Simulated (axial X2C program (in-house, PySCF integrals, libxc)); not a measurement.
## LiSe: from the spin-free to the two-component result

All values were computed with an in-house relativistic program for diatomic molecules. Spin-free means the one-electron spin-free X2C Hamiltonian; two-component (2c) means X2C with spin–orbit coupling and atomic mean-field two-electron Coulomb and Gaunt terms, so the difference of the two also holds small scalar two-electron terms. Basis: Se dyall-cv3z [8s9p6d4f1g], Li dyall-cv3z [7s8p2d] (cores contracted in-house); Gaussian nuclei, density fitting, unrestricted open shells. Masses: Se 79.917 u, Li 7.016 u.

Spin-free state: M_S = 1/2, Λ = 1 (beyond evenly filled blocks: π+α, π+β, π-α); fragments Se + Li.

```
  level  Re (Å)  ωe (cm⁻¹)  De (eV)  μ (D)
   PBE0   2.271      512.2    2.815   6.90
     HF   2.294      511.8    1.744   7.42
    MP2   2.299      504.2    2.712    n/a
   CCSD   2.296      504.5    2.702    n/a
CCSD(T)   2.299      502.0    2.765    n/a
    PBE   2.281      499.4    2.866   6.66
```

Correlated methods: 7 electrons correlated (number of frozen shells: Se 3 s, 2 p, 1 d; Li 1 s), 187 virtual spin orbitals or spinors in MP2, 69 natural virtuals in coupled cluster.

Dipoles are positive if Li is the positive end.

**Question.** Within this multiplet, which Ω should lie lowest by the rule for regular and inverted multiplets?

**Answer.** The open π shell holds three electrons, one hole, so the multiplet is inverted: Ω = Λ + 1/2 = 3/2. The PBE0 2c search agrees.

Two-component determinant lowest at the distance of the search:

Ω = 3/2 (⟨Sz⟩ = 0.50, ⟨Lz⟩ = 1.00 at HF); fragments Se + Li.

```csv
level,Re (Å),ωe (cm⁻¹),De (eV),μ (D)
PBE0,2.273,511.0,2.852,6.90
HF,2.295,510.8,n/a,7.43
MP2,2.300,503.3,2.681,n/a
CCSD,2.297,503.5,2.677,n/a
CCSD(T),2.300,501.0,2.734,n/a
PBE,2.283,498.2,2.910,6.66
```

**Question.** From the two tables, how do the constants change at the CCSD(T) level (2c against spin-free)?

**Answer.** At the CCSD(T) level Re goes up by 0.001 Å and ωe falls by 1.0 cm⁻¹; De changes by -0.031 eV.

The state is a single determinant with fixed occupations, the lowest that a limited PBE0 search found. Dissociation energies refer to the lowest single-determinant-based atoms at the same level and basis. De is not given where an atomic determinant may have missed its ground term or J level, or where the truncated virtual space spoils (T). Density functionals use the spin component along the axis (collinear). CCSD and (T) use frozen natural virtuals with an MP2 correction for the truncation; (T) itself is uncorrected, so its De runs slightly low. Without a current term, density functionals place determinants with orbital angular momentum somewhat too high.
